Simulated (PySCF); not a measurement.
WBr and its ions

B3LYP; basis W def2-TZVPPD with ECP60, Br def2-TZVPPD; scalar-relativistic core potentials; PySCF 2.14. Neutral (UKS): sextet (σ ↑, π ↑↑, δ ↑↑), Re = 2.446 Å, ωe = 249 cm⁻¹, HOMO -5.70 eV, LUMO -3.08 eV.

WBr⁺ (UKS): quintet (σ ↑, π ↑, δ ↑↑), Re = 2.321 Å, ωe = 310 cm⁻¹. The energies at the minima are -2641.22549 hartree for WBr and -2640.93428 for WBr⁺.

(1) Work out the adiabatic ionisation energy, without and with harmonic zero-point energies (1 hartree = 27.2114 eV, 1 eV = 8065.5 cm⁻¹), and the change of the bond length.

De is left out where the level can put another filling of the metal’s s and d shells below the measured ground configuration, by anything from nothing to about 1 eV. These are scalar-relativistic numbers at best; spin–orbit coupling would shift them, the dissociation energy most. With d or f electrons several states lie close, and the lowest PBE0 determinant need not be the measured ground state.

Results:

(1) At B3LYP: 0.29121 hartree = 7.924 eV between the minima; the zero-point term (310.0 − 249.0)/2 cm⁻¹ = +0.004 eV makes it 7.928 eV. Re changes by -12.5 pm against the neutral. The electron leaves a π orbital; in so polar a molecule the change of length follows mostly from the change of the ionic charges.
